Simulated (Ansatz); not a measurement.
Molecule: B$_{2}$O$_{2}$, net charge 1, doublet state. 
Coordinates optimised at B3LYP-D3(BJ)/def2-TZVP (Ansatz, a quantum-chemistry and plane-wave program):
```xyz
4

O      0.0000     0.0000    -2.0521
B      0.0000     0.0000    -0.8162
B      0.0000     0.0000     0.8162
O      0.0000     0.0000     2.0521
```
Charge +1, spin multiplicity 2.

Basis-set convergence of Hartree-Fock and CCSD(T) correlation energies (hartree) with Ansatz. Cores are frozen in the correlated levels unless marked. Open shells are spin-unrestricted. Spin-orbit coupling is left out. No relativistic terms. The program attaches cautions to a run behind CCSD(T)/aug-cc-pVDZ: other roots. The program attaches cautions to a run behind CCSD(T)/aug-cc-pVTZ: other roots.

The UHF reference is spin-contaminated (<S^2> 0.51 over the pure value in the largest basis). The T1 diagnostic of CCSD in the largest basis is 0.068, which is high, so the coupled-cluster rows are less sure than usual.

```csv
basis,functions,E(HF),"E(corr, CCSD(T))"
aug-cc-pVDZ,92,-198.76184,-0.51518
aug-cc-pVTZ,184,___,___
```

### Question
Complete the blanks.

### Answer

- aug-cc-pVTZ, E(HF): -198.81289
- aug-cc-pVTZ, E(corr, CCSD(T)): -0.61963
